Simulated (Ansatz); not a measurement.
Species: SnH2, charge 0, multiplicity 1. 
Coordinates optimised at B3LYP-D3(BJ)/def2-TZVP (Ansatz, a program for electronic structure):
```
Sn
H 1 1.7807
H 1 1.7807 2 90.56
```
Charge 0, spin multiplicity 1.

Quantity: atomisation energy (electronic, to ground-state atoms), in kcal/mol. Valence correlation only, unless marked. UHF or UKS for open shells. No spin-orbit coupling. Frozen are the shells of the preceding noble gas and the d and f shells that filled before the atom's block. In def2 rows, elements after Kr have scalar-relativistic effective core potentials. The coupled-cluster limit lacks core correlation, which all-electron functionals hold. CBS(X,Y): correlation extrapolated as X^-3; Hartree-Fock from the larger set.

The Hartree-Fock reference is unstable (checked in the largest basis), which strains HF and MP2. 

```json
[
 {"level": "BLYP-D3(BJ)/def2-TZVPD", "program": "Ansatz + dftd3", "atomisation energy (kcal/mol)": "?"},
 {"level": "B3LYP-D4/def2-TZVPD", "program": "Ansatz + dftd4", "atomisation energy (kcal/mol)": "130.8"},
 {"level": "LC-wPBE/def2-TZVPD", "program": "Ansatz", "atomisation energy (kcal/mol)": "122.7"},
 {"level": "CCSD(T)/CBS(def2-TZVPPD,def2-QZVPPD)", "program": "Ansatz", "atomisation energy (kcal/mol)": "?"}
]
```

Problem. Complete the blanks.

Solution. 
- BLYP-D3(BJ)/def2-TZVPD, atomisation energy (kcal/mol): 130.6
- CCSD(T)/CBS(def2-TZVPPD,def2-QZVPPD), atomisation energy (kcal/mol): 128.2
